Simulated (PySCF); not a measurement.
C₂H₇PSi.
Cartesian coordinates in Å at the PBE0-D3(BJ)/def2-SVP level; atoms count from 1:
```xyz
11
C2H7PSi angstrom
C      1.6212   -0.3786   -0.2122
C      0.3368    0.3756   -0.0082
Si    -1.1950   -0.6433    0.3704
P      0.3407    2.0533   -0.1341
H      2.4650    0.2844   -0.4601
H      1.5189   -1.1204   -1.0231
H      1.8885   -0.9472    0.6954
H     -1.4746   -1.5752   -0.7683
H     -0.9564   -1.4834    1.5871
H     -2.3770    0.2378    0.5950
H     -1.0487    2.2899    0.1353
```

Method: PBE0-D3(BJ)/def2-SVP geometry optimisation, gas phase (PySCF 2.14.0).

Masses are those of the commonest isotopes; rigid-rotor values at the optimised geometry. 

(1) Give the principal moments of inertia and the rotational constants in GHz.

(2) Classify the top.

(3) Is it planar, by Δ = Ic − Ia − Ib?

(4) Give the other two planar moments, Paa and Pbb, and the rms extents of the mass along the axes.

(5) Predict some low-J microwave lines.

Results:

(1) Ia = 83.55, Ib = 166.47, Ic = 241.00 u·Å²; 505379 MHz·u·Å²/I gives 6049, 3036 and 2097 MHz, that is A = 6.0488, B = 3.0359, C = 2.0970 GHz.

(2) An asymmetric top; Ray's κ = -0.525.

(3) Not planar: Δ = Ic − Ia − Ib = -9.02 u·Å². For a rigid frame Δ = −2 Σ m c², so Σ m c² = 4.51 u·Å² lies off the ab plane, practically all of it from hydrogen. The atom farthest from that plane is 1.24 Å away.

(4) Paa = Σ m a² = (Ib + Ic − Ia)/2 = 161.96 and Pbb = Σ m b² = (Ia + Ic − Ib)/2 = 79.04 u·Å². With the mass M = 90.01 u, the rms extents √(P/M) along a, b and c are 1.34, 0.94, 0.22 Å.

(5) The dipole components are |μa| = 0.62 D, |μb| = 0.55 D, |μc| = 0.01 D. Intensities carry the squares of the components, which stand as 1.00 : 0.78 : 0.00 (a : b : c). Some lines, for components of 0.1 D or more:

```tsv
type	branch	J(Ka,Kc)	MHz	lower level (cm⁻¹)
b	Q	1(1,0) ← 1(0,1)	3952	0.171
a	R	1(0,1) ← 0(0,0)	5133	0.000
b	R	2(0,2) ← 1(1,1)	7066	0.272
b	R	3(1,2) ← 2(2,1)	7637	0.978
b	R	1(1,1) ← 0(0,0)	8146	0.000
b	Q	2(2,0) ← 2(1,1)	9226	0.677
b	R	3(0,3) ← 2(1,2)	12432	0.583
b	Q	3(2,2) ← 3(1,3)	13371	1.046
a	R	3(2,2) ← 2(2,1)	15399	0.978
a	R	3(2,1) ← 2(2,0)	16103	0.985
a	R	3(1,2) ← 2(1,1)	16676	0.677
b	R	2(2,1) ← 1(1,0)	20243	0.303
b	R	3(2,2) ← 2(1,1)	24437	0.677
b	R	3(2,1) ← 2(1,2)	28146	0.583
b	R	3(3,1) ← 2(2,0)	32730	0.985
```

Stationary, but not proved a minimum. Zero-point vibration and centrifugal distortion are left out. A rigid rotor knows nothing of internal rotation, which can split or shift real lines.
